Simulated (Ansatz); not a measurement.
The same redistribution along the group Mg, Zn, Cd.

Computed with Ansatz on PBE0-D4/def2-TZVP structures; ΔE is electronic, products minus reactants. CCSD(T)/CBS adds triple-zeta CCSD(T) − MP2 to the extrapolated MP2 energy (def2 sets, frozen cores). Functionals use def2-TZVPP. def2 core potentials past Kr. For Br, Cd, Mg, Zn outer-core shells are correlated without core-valence functions, which leaves a few kJ/mol of doubt a bond. Scalar relativity is left out up to krypton. Each species was taken in one conformer, which may not be the lowest.

```
                                                   reaction  ωB97X-V (kJ/mol)  revPBE-D4 (kJ/mol)  RPA@PBE/def2-TZVPP (kJ/mol)  HF/CBS(def2) (kJ/mol)
`C[CH2][Mg][Cl]` + `COB(F)Br` → `C[O][Mg][Cl]` + `CCB(F)Br`               -17                  -8                           -8                    -25
`C[CH2][Zn][Cl]` + `COB(F)Br` → `C[O][Zn][Cl]` + `CCB(F)Br`                85                  90                           86                     74
`C[CH2][Cd][Cl]` + `COB(F)Br` → `C[O][Cd][Cl]` + `CCB(F)Br`               111                 113                          117                    107
```

Q: Give the CCSD(T)/CBS values in the same order. (An estimate is asked.)

A: The calculation gave: -16, 84, 117 kJ/mol.

Largest T1 diagnostic: 0.016, for `C[O][Cd][Cl]`.
